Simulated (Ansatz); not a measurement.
Basis sets compared for Cu(NH3)(SiH3) (CuSiNH₆). Charge 0, multiplicity 1. Geometry PBE0-D4/def2-TZVP. Ansatz on 4 threads of Intel Xeon on a shared host; times are rough, and most runs start from earlier orbitals.

```
atom    x (Å)    y (Å)    z (Å)
 Cu1   0.1447  -0.1284  -0.0499
  N2   1.6001  -1.4153  -0.5535
  H3   2.0035  -1.1827  -1.4553
  H4   1.2494  -2.3660  -0.6120
  H5   2.3519  -1.4086   0.1282
 Si6  -1.4981   1.3250   0.5183
  H7  -2.2305   0.9768   1.7808
  H8  -2.5876   1.4659  -0.5039
  H9  -1.0335   2.7333   0.7472
```

The 6-31G sets use Cartesian d functions.

Binding counts from free atoms (Cu doublet, N quartet, H doublet, Si triplet) in the same basis, without a counterpoise term.

| level | functions | energy (Eh) | HOMO (eV) | LUMO (eV) | binding per atom (eV) | wall time |
| --- | --- | --- | --- | --- | --- | --- |
| HF/STO-3G | 38 | -1963.0613 | -2.43 | 4.22 | – | 1 s |
| HF/6-31G | 63 | -1985.4206 | -7.56 | 2.36 | 1.97 | 0.35 s |
| PBE-D4/def2-SVP | 93 | -1987.5542 | -4.64 | -1.11 | 3.01 | 0.7 s |
| PBE-D4/def2-TZVP | 149 | -1987.9801 | -4.98 | -1.40 | 2.97 | 1 s |
| r2SCAN-D4/def2-TZVP | 149 | -1988.3694 | -5.05 | -0.80 | 2.96 | 1.8 s |
| PBE0-D4/def2-SVP | 93 | -1987.5955 | -5.66 | -0.36 | 2.94 | 0.95 s |
| PBE0-D4/def2-TZVP | 149 | -1988.0071 | -5.90 | -0.65 | 2.91 | 1.4 s |

(1) Estimate the rows for PBE-D4/def2-TZVPD, r2SCAN-D4/def2-TZVPD, PBE0-D4/def2-TZVPD.

Results:

(1) 
```
               level  functions  energy (Eh)  HOMO (eV)  LUMO (eV)  binding per atom (eV)  wall time
   PBE-D4/def2-TZVPD        182   -1987.9816      -5.02      -1.66                   2.98      1.4 s
r2SCAN-D4/def2-TZVPD        182   -1988.3703      -5.07      -1.05                   2.96      2.2 s
  PBE0-D4/def2-TZVPD        182   -1988.0081      -5.92      -0.98                   2.92      1.7 s
```
